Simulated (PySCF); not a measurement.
## Structure elucidation problem

An unknown has the formula C5H12B2. Its calculated NMR data are:

$^{1}$H NMR (400 MHz, computed): δ 7.67 (br, 4H), 3.96 (d, J = 11.1 Hz, 1H), 3.32 (qtd, J = 11.1, 8.6, 1.2 Hz, 1H), 2.33 (dtt, J = 11.7, 8.8, 1.3 Hz, 2H), 1.90 (qt, J = 12.1, 9.0 Hz, 1H), 1.65 (dtq, J = 12.1, 9.5, 1.3 Hz, 1H), 1.30 (qdd, J = 11.6, 9.5, 1.1 Hz, 2H).

$^{13}$C{$^{1}$H} NMR (computed): δ 92.9 (CH), 40.7 (CH), 34.0 (CH2, 2C), 20.8 (CH2).

PySCF 2.14.0 with density-fitted response routines calculation with GIAO PBE0/pcSseg-1 shieldings, PBE0-D3(BJ)/def2-SVP geometry and spin–spin couplings from B3LYP/pcJ-1 (spin–dipole term only in couplings to heteroatoms); gas phase, equivalent nuclei averaged, non-relativistic Hamiltonian, a single conformation.

References, each an isolated molecule treated in the same way: $^{1}$H, $^{13}$C vs TMS.

Problem. Deduce the structure.

Solution. 
4 carbon signals for 5 carbons: some carbons are equivalent by symmetry or fast rotation. Carbon types of the structure: 2 × CH, 3 × CH2, leaving 4 H on heteroatoms. δC 92.9: sp3 CH bonded to 2 B. δC 40.7: sp3 CH in a ring; a saturated carbon with 3 carbon neighbours and no heteroatom attached. δC 34.0, 20.8: sp3 CH2 in a ring; a saturated carbon with 2 carbon neighbours and no heteroatom attached. δH 7.67: hydrogen on a boron bonded to C. δH 3.96: hydrogen on an sp3 CH bonded to 2 B. δH 3.32: hydrogen on an sp3 CH in a ring. δH 2.33, 1.90, 1.65, 1.30: hydrogen on an sp3 CH2 in a ring. The protons at 1.65 and 1.90 share a coupling of 12.1 Hz (geminal). The protons at 2.33 and 1.30 share a coupling of 11.7 Hz (geminal).

Structure: `C(B)(B)C1CCC1`.

This is the structure that produced the data.

Hydrogens on boron are broadened and split by $^{11}$B (spin 3/2, 80 %) and 10B (spin 3). A carbon bonded to boron is broadened by the quadrupolar boron nucleus and is often missing from a measured spectrum. Splittings below 1 Hz are ignored in the labels, and close J values are merged. Couplings among chemically equivalent protons are left out too, so labels in AA′BB′ or AA′XX′ sets are apparent multiplicities. Unscaled 3J(H,H) at this level run about 10 % above measured values. Shifts are as computed. Against solution values, carbons near 30 ppm lie about +2 ppm off and those near 130 ppm about +5 ppm. Of 1211 compounds with measured shifts, 218 miss one by over three times the rms of a fit or turn the order of signals round; such compounds aren't used in these exercises. 3J across rotatable bonds or in flexible rings reflects this conformer alone.
